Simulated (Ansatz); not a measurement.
Zn₆S₅Cl₂⁺, a halide-capped cluster cut from wurtzite ZnS (2 Cl on the cations). Total charge 1; doublet. Geometry PBE-D4/def2-SVP, that of the neutral singlet; atoms count from 1.

```tsv
atom	x (Å)	y (Å)	z (Å)
Zn1	-0.2919	-0.8269	2.3214
S2	-0.4678	-0.9015	-0.0495
S3	-3.1786	1.8994	0.2655
Zn4	-1.8945	0.9251	-1.2832
Zn5	1.5858	-1.6270	-1.0098
S6	-1.1366	1.0133	-3.3843
S7	0.5226	1.4453	2.5607
Zn8	-1.4311	1.7790	1.5018
Zn9	1.1593	0.8023	0.4569
S10	2.6590	0.5320	-1.2535
Zn11	0.7987	0.8189	-2.4817
Cl12	-0.6545	-2.2916	3.8251
Cl13	2.3297	-3.5684	-1.4695
```

Single mean-field runs in def2-TZVP are fitted with def2-universal-jkfit.

Q: Estimate the Mulliken populations from the PBE0/def2-TZVP orbitals of Ansatz.

A: 
| atom | charge (e) | spin (α − β) | d electrons |
| --- | --- | --- | --- |
| Zn1 | 0.49 | 0.00 | 10.10 |
| S2 | -0.38 | 0.01 | – |
| S3 | -0.13 | 0.52 | – |
| Zn4 | 0.48 | -0.05 | 10.09 |
| Zn5 | 0.49 | 0.00 | 10.10 |
| S6 | -0.13 | 0.53 | – |
| S7 | -0.23 | 0.00 | – |
| Zn8 | 0.38 | -0.01 | 10.05 |
| Zn9 | 0.47 | 0.00 | 10.10 |
| S10 | -0.23 | 0.00 | – |
| Zn11 | 0.39 | -0.01 | 10.05 |
| Cl12 | -0.30 | 0.00 | – |
| Cl13 | -0.30 | 0.00 | – |
Mulliken values and Mayer orders depend strongly on the basis.

Q: Where does the spin sit?

A: Summed by element: Zn -0.07, S 1.07, Cl 0.01, of 1 unpaired in all. Largest on single atoms: S6 0.53, S3 0.52, Zn4 -0.05.

Q: And the Mayer bond orders between bonded heavy atoms (over 0.3)?

A: Zn1–S2 0.59 (2.38 Å); Zn1–S7 0.56 (2.43 Å); Zn1–Cl12 1.11 (2.13 Å); S2–Zn4 0.40 (2.63 Å); S2–Zn5 0.59 (2.38 Å); S2–Zn9 0.51 (2.41 Å); S3–Zn4 0.90 (2.24 Å); S3–Zn8 0.98 (2.14 Å); Zn4–S6 0.90 (2.24 Å); Zn5–S10 0.56 (2.42 Å); Zn5–Cl13 1.11 (2.13 Å); S6–Zn11 0.97 (2.14 Å); S7–Zn8 0.99 (2.25 Å); S7–Zn9 0.77 (2.29 Å); Zn9–S10 0.77 (2.29 Å); S10–Zn11 0.99 (2.25 Å). Values over 0.3 also appear between atoms too far apart for a bond (S3–S6 0.34 at 4.28 Å); they arise where an orbital or an unpaired electron spreads over both atoms.
